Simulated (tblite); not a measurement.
Compound: C6H11FO (charge +1 and doublet state).
Numbering: `[CH2+:1][CH:2][C@H:3]([F:4])[CH2:5][O:6][CH2:7][CH3:8]` (hydrogens: H9, H10 on C1; H11 on C2; H12 on C3; H13, H14 on C5; H15, H16 on C7; H17, H18, H19 on C8)

Computed geometry: GFN2-xTB, gas phase. This method treats the open shell by occupation alone, without spin polarisation.

(1) Give the optimised bond lengths and angles.

Results:

(1) 
```csv
bond,length (Å),order
C1–C2,1.335,single
C2–C3,1.481,single
C3–F4,1.363,single
C3–C5,1.599,single
C5–O6,1.370,single
O6–C7,1.394,single
C7–C8,1.509,single
C1–H9,1.079,single
C1–H10,1.077,single
C2–H11,1.082,single
C3–H12,1.098,single
C5–H13,1.092,single
C5–H14,1.097,single
C7–H15,1.111,single
C7–H16,1.104,single
"C8–H17, C8–H18, C8–H19",1.088,single
```

Bonds in one row agree within 0.01 Å and their mean is given. Orders are formal, as drawn. A selection of angles:
```csv
angle,degrees
C1–C2–C3,122.9
C2–C3–F4,111.5
C2–C3–C5,112.5
F4–C3–C5,105.6
C3–C5–O6,111.1
C5–O6–C7,119.6
O6–C7–C8,111.0
```

Torsions: C1–C2–C3–F4 -158° (antiperiplanar); C2–C3–C5–O6 63° (synclinal); C3–C5–O6–C7 86° (synclinal); C5–O6–C7–C8 175° (antiperiplanar).

The C–O distances run from 1.370 Å (C5–O6, drawn single) to 1.394 Å (O6–C7, drawn single), a spread of 0.024 Å. O6 (oxygen bonded to 2 C) is bent (angle 119.6°). The C–C distances run from 1.335 Å (C1–C2, drawn single) to 1.599 Å (C3–C5, drawn single), a spread of 0.264 Å. C2 (carbon bonded to 2 C and H) is planar (angles 122.9°, 121.4° and 115.7°, sum 360.0°, 0.00 Å off the plane of its three neighbours). C1 (carbon bonded to C and 2 H) is planar (angles 122.4°, 121.1° and 116.5°, sum 360.0°, 0.01 Å off the plane of its three neighbours). Of the pairs four or more bonds apart, F4···H15 is among the closest relative to their van der Waals radii: 2.24 Å, 84 % of the sum of Bondi's values.

Point group: C1 (no symmetry element, even within 0.4 Å). Its GFN2-xTB frequencies are all real (lowest 46 cm⁻¹). Torsions: H–C1–C2–C3 -3° and 176°, C1–C2–C3–F4 -158°, C2–C3–C5–O6 63°, C3–C5–O6–C7 86°, C5–O6–C7–C8 175°. 3 starts were optimised and ended at 0.00, 1.56 and 2.72 kcal/mol (GFN2-xTB); the lowest of these is shown.

One conformer stands for the species.
